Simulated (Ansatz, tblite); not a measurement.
Cost and result up the ladder for Al₇Sb₆H₂₂⁻, a cluster cut from wurtzite AlSb (hydrogen-capped) (35 atoms). The state is a singlet with charge -1. Geometry: PBE-D4/def2-SVP.

```xyz
35

Al   -1.747    0.336   -4.290
Sb   -1.021   -2.280   -4.074
Al   -1.444   -3.952   -1.966
Al   -0.710    4.025   -2.204
Sb   -0.603    1.325   -2.045
Al   -1.025    0.104    0.324
Sb   -0.335   -2.487    0.022
Al   -0.141   -4.090    2.195
Sb    0.938    4.684   -0.139
Al    0.757    3.870    2.453
Sb    0.694    1.187    2.099
Al    1.014    0.043    4.532
Sb    1.436   -2.541    3.785
H    -1.030    0.951   -5.594
H    -3.347    0.363   -4.129
H    -1.444   -3.100   -5.531
H     0.671   -2.322   -4.370
H    -3.039   -4.003   -1.761
H    -0.592   -5.296   -2.208
H    -0.028    4.528   -3.574
H    -2.177    4.525   -1.772
H     1.066    1.005   -2.310
H    -2.547    0.259    0.805
H     1.302   -2.355   -0.488
H    -1.570   -4.164    2.931
H     0.675   -5.427    1.826
H     1.224    6.385   -0.172
H     2.522    4.260   -0.652
H    -0.683    4.370    2.970
H     2.110    4.298    3.213
H     2.212    0.881    1.348
H    -0.394    0.050    5.312
H     2.356    0.592    5.231
H     2.997   -2.567    3.065
H     1.903   -3.456    5.171
```

Ansatz on 2 threads of AMD EPYC 7R13 on a shared host and a share (18 GiB) of an NVIDIA H100 80GB HBM3; xTB runs through tblite on one thread. Times are rough, summed over both states, and most runs start from the orbitals of an earlier one. ωB97X-V/def2-TZVP serves as the yardstick here, not as an exact answer. The other state is a doublet.

In the def2 sets Sb takes a core potential; there is no spin–orbit coupling. The xTB rows come from tblite. Single mean-field runs in def2-TZVP are fitted with def2-universal-jkfit. HOMO above LUMO, or a gap near zero within one spin, warns that the state may not be the lowest or that an electron is smeared out.

Raw xTB energies of ions are shifted by several eV.

| level | functions | wall time |
| --- | --- | --- |
| GFN1-xTB | 161 | 0.26 s |
| GFN2-xTB | 139 | 0.3 s |
| PBE-D4/def2-TZVP | 691 | 20 s |
| PBE0-D4/def2-TZVP (with forces) | 691 | 29 s |
| ωB97X-V/def2-TZVP (with forces) | 691 | 78 s |

**Question.** Estimate what each level gives for the vertical IE (eV).

**Answer.** 
| level | vertical IE (eV) | difference from ωB97X-V/def2-TZVP (eV) | remarks |
| --- | --- | --- | --- |
| GFN1-xTB | 8.75 | 2.97 | – |
| GFN2-xTB | 8.31 | 2.52 | – |
| PBE-D4/def2-TZVP | 4.92 | -0.87 | gap within one spin near zero (doublet) |
| PBE0-D4/def2-TZVP (with forces) | 5.33 | -0.45 | – |
| ωB97X-V/def2-TZVP (with forces) | 5.79 | 0.00 | – |
